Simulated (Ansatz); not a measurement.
Consider the silylene formation by 1,1-elimination: `F[SiH2]CS` → CH₃SH + `F[SiH]`.

Gas-phase electronic energies from Ansatz, PBE0-D4/def2-TZVP geometries. CCSD(T)/CBS adds triple-zeta CCSD(T) − MP2 to the extrapolated MP2 energy (def2 sets, frozen cores). This one scheme is used for every species. Functionals use def2-TZVPP. B3LYP here is the variant with VWN-RPA as its local correlation; programs differ in this. Each species was taken in one conformer, which may not be the lowest.

| level | ΔE (kJ/mol) | difference from CCSD(T)/CBS |
| --- | --- | --- |
| revPBE-D4 | 198.0 | -8.2 |
| r2SCAN-D4 | 223.5 | 17.3 |
| PBE0-D4 | 214.3 | 8.1 |
| B3LYP-D4 | 196.8 | -9.4 |
| BHLYP-D4 | 211.1 | 4.9 |
| ωB97X-V | 212.7 | 6.5 |
| B2PLYP | 196.3 | -9.9 |
| revPBE | 175.7 | -30.5 |
| r2SCAN | 221.2 | 15.0 |
| PBE0 | 206.5 | 0.3 |
| r2SCAN0 | 224.8 | 18.6 |
| CAM-B3LYP | 196.3 | -9.9 |
| HF/def2-SVP | 189.0 | -17.2 |
| CCSD(T)/def2-SVP | 189.8 | -16.4 |
| MP2/def2-TZVPP | 218.6 | 12.4 |
| CCSD(T)/def2-TZVPP | 200.2 | -6.0 |
| CCSD(T)/CBS | 206.2 | 0 |

Largest T1 diagnostic among the species: 0.015.

At CCSD(T), def2-SVP lies −16.4 kJ/mol from the extrapolated value and def2-TZVPP −6.0 kJ/mol. The D4 term adds +14.8 kJ/mol with B3LYP and +7.9 kJ/mol with PBE0; it sums over pairs of atoms, weighted by their polarisabilities, and B3LYP, whose exchange is more repulsive, gets the larger term. From PBE to PBE0 (25 % exact exchange), in def2-TZVPP and without D4, ΔE moves by +14.0 kJ/mol.
